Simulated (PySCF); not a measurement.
Harmonic spectrum computed at PBE0 in the def2-TZVP basis family (core potentials from Rb on, PySCF, no spin–orbit coupling):

```csv
symmetry,ω (cm⁻¹),"IR (km/mol, summed over degenerate members)"
e,226,9.8
a1,273,21.4
e,755,162
a1,765,36.2
```

**Question.** Which molecule gave it? In each, all ligands are bound to the one heavy central atom.
A. TeF₃⁺ (singlet)
B. AsF₃⁺ (doublet)
C. SeF₃⁺ (singlet)
D. SnF₃⁺ (singlet)

**Answer.** A. It has C3v symmetry with Te–F 1.812 Å (×3).
